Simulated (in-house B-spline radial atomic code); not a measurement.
Values are calculated unless marked as measured or tabulated.
Weak and strong correlation along the adiabatic connection

Two-electron singlets in several external potentials (atomic units), by full CI in B-splines with partial waves to l = 8 (correlation energies up to 0.6 % small). The repulsion is scaled by λ at fixed density; W(λ) is the mean repulsion less the Hartree energy, W(0) = E_x, and the area under W from 0 to 1 is E_xc.

Relative drop (W(λ) − E_x)/E_x:

```tsv
system	λ = 0.12	λ = 0.25	λ = 0.4	λ = 0.6	λ = 0.8	λ = 1
−Z/r, Z = 6.96, wall at 0.653 bohr	0.0025	0.0052	0.0082	0.0122	0.0161	0.0199
−Z exp(−kr)/r, Z = 3.56, k = 0.236	0.0056	0.0115	0.0181	0.0266	0.0347	0.0425
−Z/r, Z = 0.5, wall at 6 bohr	0.0332	0.0633	0.0919	0.1227	0.1473	0.1674
ω²r²/2 − Z/r, ω = 0.558, Z = 1	0.0142	0.0285	0.0437	0.0621	0.0786	0.0935
−V exp(−r²/w²), V = 4.7, w = 9.33	0.0284	0.0550	0.0812	0.1103	0.1342	0.1540
−V exp(−r²/w²), V = 4.5, w = 5.18	0.0214	0.0422	0.0636	0.0882	0.1094	0.1276
ω²r²/2, ω = 2.44	0.0098	0.0199	0.0310	0.0448	0.0576	0.0695
```

Order the systems by how far second-order (GL2) theory, half the initial slope (estimated from the first points of each curve), overshoots the correlation energy, least first.
A. −Z/r, Z = 0.5, wall at 6 bohr
B. ω²r²/2 − Z/r, ω = 0.558, Z = 1
C. −V exp(−r²/w²), V = 4.7, w = 9.33
D. −Z/r, Z = 6.96, wall at 0.653 bohr
E. ω²r²/2, ω = 2.44
F. −V exp(−r²/w²), V = 4.5, w = 5.18
G. −Z exp(−kr)/r, Z = 3.56, k = 0.236

D (GL2/E_c = 1.04), G (GL2/E_c = 1.08), E (GL2/E_c = 1.13), B (GL2/E_c = 1.20), F (GL2/E_c = 1.30), C (GL2/E_c = 1.41), A (GL2/E_c = 1.51).

What else changes along this order?

The ratio follows the bend of the curve. With it the leading natural occupation goes from 1.999 to 1.906 and −T_c/E_c from 0.97 to 0.67 between the first and the last.
